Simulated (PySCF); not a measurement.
## Adding and removing an electron: NaGe

UHF-MP2; PySCF, no relativity, basis sets Na def2-SVPD, Ge def2-SVPD. Neutral (UHF): quartet (σ ↑, π ↑↑), Re = 2.767 Å, ωe = 214 cm⁻¹, De = 1.36 eV.

NaGe⁺ (UHF): triplet (σ ↑, π ↑), Re = 3.295 Å, ωe = 112 cm⁻¹, De = 0.47 eV to Na⁺ + Ge. The energies at the minima are -2237.07591 hartree for NaGe and -2236.86383 for NaGe⁺.

Task: Work out the adiabatic ionisation energy, without and with harmonic zero-point energies (1 hartree = 27.2114 eV, 1 eV = 8065.5 cm⁻¹), and the change of the bond length.

Result: At UHF-MP2: 0.21208 hartree = 5.771 eV between the minima; the zero-point term (112.0 − 214.0)/2 cm⁻¹ = -0.006 eV makes it 5.765 eV. Re changes by +52.8 pm against the neutral. The electron leaves a π orbital, and the ion is left as a loose complex of an ion and an atom.

Correlated steps freeze 10 core orbitals. Weak bonds: NaGe⁺. Basis-set superposition, not corrected here, can be much of De in a small basis, most of all at correlated wavefunction levels. Spin–orbit coupling is left out. For an ion De counts to the pair picked by the measured ionisation energies or electron affinities, which need not be the lowest pair at this level. States were picked by a PBE0 search and need not be the measured ground states.
